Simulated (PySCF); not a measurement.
## V⁺: excitation energy

V⁺ [Ar] 3d4 (5D) → V⁺ [Ar] 3d3 4p1 (high-spin determinant), as a difference of total energies. All numbers are calculated (PySCF 2.14, the non-relativistic Hamiltonian (point nucleus), in dyall-av2z). Correlated levels: valence: [Ar] frozen; virtual orbitals above 40 to 60 times the deepest correlated orbital energy dropped. The calculations carry no spin-orbit coupling.

```
           method  excitation energy (eV)
              UHF                   3.607
              LDA                   4.996
              PBE                   4.678
             PBE0                   4.564
           B2PLYP                   4.363
          LC-wPBE                   4.888
           PBEsol                   4.796
            HSE06                   4.535
    MP2 (valence)                   4.135
SCS-MP2 (valence)                   3.783
```

**Question.** How much does correlation contribute at MP2 (valence)?

**Answer.** 4.135 − (3.607) = 0.528 eV, measured against UHF.

A first-order spin-orbit estimate (lowest level to lowest level, LS coupling) adds -0.028 eV.

The determinant of the upper state mixes LS terms, which raises its energy above the lowest term, most at the Hartree-Fock and MP2 levels.
